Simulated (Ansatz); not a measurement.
Geometry optimisation, RKS PBE-D4/def2-SVP in Ansatz.

The input (input.yaml):

```yaml
crystal:
  periodic: [false, false, false]
  atoms:
    - { symbol: Si, position_ang: [-1.2178, 1.4535, -0.8056] }
    - { symbol: C, position_ang: [-0.5229, 0.3118, 0.4158] }
    - { symbol: Ge, position_ang: [0.8703, -0.6974, -0.4509] }
    - { symbol: P, position_ang: [1.8851, -2.1339, 1.0768] }
    - { symbol: H, position_ang: [-1.8149, 0.7339, -1.9688] }
    - { symbol: H, position_ang: [-2.3416, 2.2797, -0.1711] }
    - { symbol: H, position_ang: [-0.2018, 2.4239, -1.2966] }
    - { symbol: H, position_ang: [-0.0649, 0.9023, 1.2656] }
    - { symbol: H, position_ang: [-1.2973, -0.3652, 0.8236] }
    - { symbol: H, position_ang: [1.9996, 0.2756, -0.9209] }
    - { symbol: H, position_ang: [0.3117, -1.4983, -1.6097] }
    - { symbol: H, position_ang: [0.5375, -2.6146, 1.5561] }
    - { symbol: H, position_ang: [1.8775, -1.106, 2.1004] }
basis:
  gaussian: { orbitals: def2-SVP }
hamiltonian:
  xc: pbe
  dispersion: d4
relax:
  f_tol: 0.015
  max_steps: 40
```

Run as:

```bash
$ ansatz run input.yaml --threads 2 --pin off --max-ram 3072MiB --backend cpu --events-out ev --progress --plain --runs-dir out
```

Question: Where does it end, and by what steps?

Answer: It converged. After 5 steps the energy has fallen by 0.227 eV; H13 moved furthest, 0.18 Å.

| step | energy less start (eV) | largest force component (eV/Å) | accepted |
| --- | --- | --- | --- |
| 0 | 0.0000 | 1.481 | yes |
| 1 | -0.1846 | 0.815 | yes |
| 2 | -0.2218 | 0.214 | yes |
| 3 | -0.2264 | 0.059 | yes |
| 4 | -0.2268 | 0.024 | yes |
| 5 | -0.2271 | 0.002 | yes |

```xyz
13
Properties=species:S:1:pos:R:3
Si -1.318 1.569 -0.837
C -0.533 0.353 0.382
Ge 0.927 -0.734 -0.394
P 1.915 -2.223 1.131
H -1.901 0.827 -2.011
H -2.419 2.364 -0.184
H -0.280 2.530 -1.353
H -0.120 0.909 1.250
H -1.307 -0.341 0.772
H 2.047 0.203 -0.928
H 0.379 -1.573 -1.582
H 0.638 -2.698 1.603
H 1.992 -1.222 2.166
```

Run time: 20 s on 2 threads of Arm Neoverse V1, with other jobs on the host, peak memory 0.18 GiB.
